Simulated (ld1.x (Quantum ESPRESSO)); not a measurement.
# Pseudopotential generation for Ga (Z = 31): RRKJ, BP86, scalar-relativistic.

- Element: Ga (Z = 31)
- Generator: ld1.x (Quantum ESPRESSO) 7.5
- Type: norm-conserving RRKJ (Kleinman–Bylander form)
- Functional: BP86
- Relativity: scalar-relativistic
- Frozen core: [Ar]
- Valence charge: 13
- Reference configuration: 3d10 4s2 4p1
- Partial waves: 4s (bound): rc 1.55 bohr; 4p (bound): rc 2.15 bohr; 3d (bound): rc 0.85 bohr; 4f channel at -0.15 Ry: rc 1.60 bohr
- Local potential: all-electron potential smoothed inside 0.75 bohr (lloc = -1)
- Core correction: Bessel-smoothed model core inside 0.40 bohr

Poles of the logarithmic derivatives, all-electron (AE) and pseudo (PS). s: poles at 1.1 (AE) and 1.0 (PS) Ry. p: poles at 2.3 (AE) and 2.3 (PS) Ry. d: poles at -1.4, 4.5 (AE) and -1.4, 4.5 (PS) Ry. f: poles at no energy (AE) and no energy (PS) Ry. Test radius 2.36 bohr.

- Cutoffs needed: 260 Ry and over 300 Ry (the cutoffs (Ry, on a coarse ladder) from which the occupation-weighted sum of valence levels, in a spherical-Bessel basis at the reference potential, stays within 10 and 1 mRy of its value at 400 Ry)
- Ghost test: ghost states, extra bound levels that the all-electron valence spectrum of the same l lacks: s at -330.6 eV, p at -66.5 eV; a true bound ghost makes a file unfit for plane-wave use (spherical-Bessel basis up to 400 Ry, 20 bohr box)
- Configuration tests: 3 of 7 tests not solved or not reliable; not counted: 3d9 4s2 4p2 (solver errors, printed error -2072 eV); 3d10 4s0 4p3 (solver errors, printed error -2081 eV); 3d9 4s2 4p1 (solver errors, printed error -27.4 eV)
